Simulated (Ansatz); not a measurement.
Conformers of ClFH5NSi2, SMILES `F[SiH2]N[SiH2]Cl`, each relaxed with PBE0-D4/def2-TZVP in Ansatz. CBS adds the triple-zeta coupled-cluster correction to the MP2 limit.

Not all of them had a frequency check.

Conformer A:

Cartesian coordinates in Å:
```
F 2.374 0.487 -1.101
Si 1.297 0.873 0.016
N 0.265 -0.444 0.380
Si -1.313 -0.734 -0.228
Cl -2.773 -0.233 1.135
H 0.471 1.968 -0.533
H 2.071 1.252 1.217
H 0.614 -1.118 1.048
H -1.503 -2.172 -0.515
H -1.502 0.121 -1.418
```

Conformer B:

Cartesian coordinates in Å:
```
F -0.504 1.114 2.254
Si -1.032 0.904 0.760
N 0.231 0.506 -0.328
Si 0.789 -1.052 -0.781
Cl 2.415 -1.669 0.319
H -1.984 -0.226 0.785
H -1.640 2.190 0.355
H 0.801 1.281 -0.642
H 1.232 -1.037 -2.192
H -0.307 -2.011 -0.532
```

Which is lowest in electronic energy at CCSD(T)/CBS (frozen core, def2 sets), and by how much? (An estimate is asked.)

Ansatz gave: A; B lies 0.9 kJ/mol higher. Gaps under about 2 kJ/mol don't settle the order.

Give the energies relative to A (kJ/mol) with PBE0/def2-TZVPP, B3LYP/def2-TZVPP, SCS-MP2/def2-TZVPP, HF/def2-QZVPP, SCS-MP2/def2-QZVPP, MP2/CBS(def2), CCSD/CBS(def2). (Best estimate.)

Ansatz gave: 
```json
{"level": "PBE0/def2-TZVPP", "B": "0.7"}
{"level": "B3LYP/def2-TZVPP", "B": "0.7"}
{"level": "SCS-MP2/def2-TZVPP", "B": "0.6"}
{"level": "HF/def2-QZVPP", "B": "1.2"}
{"level": "SCS-MP2/def2-QZVPP", "B": "0.8"}
{"level": "MP2/CBS(def2)", "B": "0.9"}
{"level": "CCSD/CBS(def2)", "B": "1.0"}
```

B3LYP here is the variant with VWN-RPA as its local correlation; programs differ in this.
